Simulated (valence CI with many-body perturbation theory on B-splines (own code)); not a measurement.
## Basis-set convergence for F²⁺

Calculated by relativistic CI+MBPT: five valence electrons over a frozen Dirac-Fock core [He], a basis of 9 s, 9 p, 8 d, 6 f, 3 g, 1 h functions for each j, with the one-electron correlation potential Σ1, the two-electron term Σ2, the three-electron term Σ3, Breit, model QED; selected CI, second order for the rest, scaled by the run's own slope (own B-spline code, finite nucleus).

Against 25 measured levels this calculation errs by 169 cm⁻¹ on average and by 489 at most. These come from a selection out of Moore, Atomic Energy Levels, vol. I, NSRDS-NBS 35 (1971 reprint of NBS Circular 467, 1949), an old analysis. Levels without a partner in it may be off by more. Among the levels kept, up to 1900 cm⁻¹ of a level comes from second order outside the variational space, and about a tenth of that is noise between levels of different J, which matters for small intervals.

The reference run has the lowest level 2s2 2p3 4S°_3/2 and an ionisation energy of 62.6801 eV. Its largest variational space holds 21010 state functions.

Changed runs:
A. basis 6 s, 6 p, 5 d, 3 f, 1 g
B. basis 5 s, 5 p, 4 d, 2 f

Excitation energies of the reference run in cm⁻¹, and shifts in cm⁻¹:

| Level | Reference | A | B |
| --- | --- | --- | --- |
| 2s2 2p3 2D°_5/2 | 34305 | +186 | +614 |
| 2s2 2p3 2D°_3/2 | 34334 | +199 | +623 |
| 2s2 2p3 2P°_3/2 | 51838 | +235 | +742 |
| 2s2 2p3 2P°_1/2 | 51842 | +232 | +740 |
| 2s 2p4 4P_5/2 | 151991 | +22 | +164 |
| 2s 2p4 4P_3/2 | 152317 | +29 | +173 |
| 2s 2p4 4P_1/2 | 152476 | +44 | +190 |
| 2s 2p4 2D_5/2 | 210572 | +211 | +832 |
| 2s 2p4 2D_3/2 | 210575 | +223 | +847 |
| 2s 2p4 2S_1/2 | 248749 | +321 | +1166 |
| 2s 2p4 2P_3/2 | 266989 | +286 | +1052 |
| 2s 2p4 2P_1/2 | 267344 | +312 | +1085 |
| Ionisation energy (eV) | 62.6801 | -0.0113 | -0.0398 |
